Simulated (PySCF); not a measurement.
1,2-Dichloro-1,1,2,2-tetrafluoroethane, C₂Cl₂F₄, SMILES FC(F)(Cl)C(F)(F)Cl, point group C2h.

Force field and properties: PBE0/pcSseg-1 (PySCF, grid level 3). Vibrational terms come from second-order perturbation theory with semi-diagonal cubic constants, by steps of ±0.6 along the normal coordinates of each isotopologue. The parent has the commonest isotopes.

Equilibrium geometry (Å):

```csv
atom,x,y,z
F1,1.0967,1.3596,-0.1362
C2,0.7486,0.1154,0.1774
F3,0.8936,-0.0575,1.4876
Cl4,1.7858,-1.0244,-0.6874
C5,-0.7395,-0.1060,-0.2020
F6,-1.0877,-1.3502,0.1117
F7,-0.8845,0.0669,-1.5122
Cl8,-1.7767,1.0338,0.6628
```

**Question.** Give the equilibrium and ground-state rotational constants (MHz) of parent; ¹³C at 2.

**Answer.** 
```csv
species,Ae,Be,Ce,A0,B0,C0,Δ0 (u Å²),harmonic ZPE (cm⁻¹)
parent,2231.1,1158.8,1042.9,2218.6,1152.1,1036.8,-179.010,5726
¹³C at 2,2228.7,1157.8,1041.6,2216.3,1151.3,1035.6,-179.000,5669
```

Δ0 = Ic − Ia − Ib from the ground-state constants.

**Question.** How is the parent's vibrational correction B0 − Be made up?

**Answer.** 
| axis | harmonic | Coriolis | cubic | total (MHz) |
| --- | --- | --- | --- | --- |
| a | 1.37 | -1.52 | -12.4 | -12.6 |
| b | 0.591 | -0.373 | -6.86 | -6.64 |
| c | 0.428 | -0.178 | -6.36 | -6.11 |

**Question.** And its quartic centrifugal distortion constants from the harmonic force field?

**Answer.** Asymmetric top, A reduction, Ir representation: ΔJ = 0.0571 kHz, ΔJK = 0.00541 kHz, ΔK = 0.106 kHz, δJ = 0.00752 kHz, δK = 0.062 kHz.

**Question.** Which nuclear quadrupole couplings χaa, χbb, χcc (MHz) does the parent show, at equilibrium and averaged?

**Answer.** 35Cl at 4: -53.8, 12.9, 40.9 and -53.5, 12.9, 40.6; 35Cl at 8: -53.8, 12.9, 40.9 and -53.5, 12.9, 40.6.

A mode lies under 250 cm⁻¹, where this perturbation treatment is rough. Internal rotors are held in one well.
